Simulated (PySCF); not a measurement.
## Molecular orbitals of SeF

BP86 at R = 1.772 Å; PySCF, scalar-relativistic core potentials, basis sets Se aug-cc-pVDZ-PP with ECP10, F aug-cc-pVDZ. State: ²Π (doublet), unpaired electrons π ↑. Only the outer orbitals are listed, counted within each symmetry, core potentials removing the inner ones.

```csv
spin,orbital,occ.,ε (eV),on Se (%),main shells (%)
α,5σ,1,-30.23,2,96 F s
α,6σ,1,-18.35,85,"85 Se s, 10 F p"
α,7σ,1,-12.03,35,"64 F p, 23 Se p, 11 Se s"
α,3π,1,-11.13,15,"84 F p, 14 Se p"
α,3π,1,-10.72,11,"88 F p, 10 Se p"
α,4π,1,-7.17,87,"86 Se p, 13 F p"
α,4π,1,-6.15,91,"90 Se p, 9 F p"
α,8σ,0,-3.63,90,"82 Se p, 17 F p"
β,5σ,1,-30.07,2,96 F s
β,6σ,1,-17.71,82,"82 Se s, 13 F p"
β,7σ,1,-11.81,36,"62 F p, 22 Se p, 14 Se s"
β,3π,1,-10.67,10,"90 F p, 9 Se p"
β,3π,1,-10.63,10,"89 F p, 9 Se p"
β,4π,1,-5.86,92,"91 Se p, 8 F p"
β,4π,0,-5.77,92,"91 Se p, 8 F p"
β,8σ,0,-3.29,90,"81 Se p, 16 F p"
```

Question: Which are the highest filled and the lowest empty level, where do they sit, and how wide is the gap?

Answer: Highest filled β 4π at -5.86 eV (in %: 91 Se p, 8 F p); lowest empty β 4π at -5.77 eV (in %: 91 Se p, 8 F p); the gap at BP86 is 0.09 eV. Both belong to one degenerate shell, split only by its one-sided filling, so this is no excitation gap.

```
bond order (Mayer)                              : 0.80
⟨S²⟩                                            : 0.751
charge on Se (Mulliken, basis-dependent)        : 0.41
charge on Se (Löwdin, basis-dependent)          : 0.46
dipole moment (positive dipole means Se(−)F(+)) : -1.37 D
```

Spin–orbit coupling is left out. The state is the lowest determinant that a PBE0 search found; another state may lie lower at other levels.
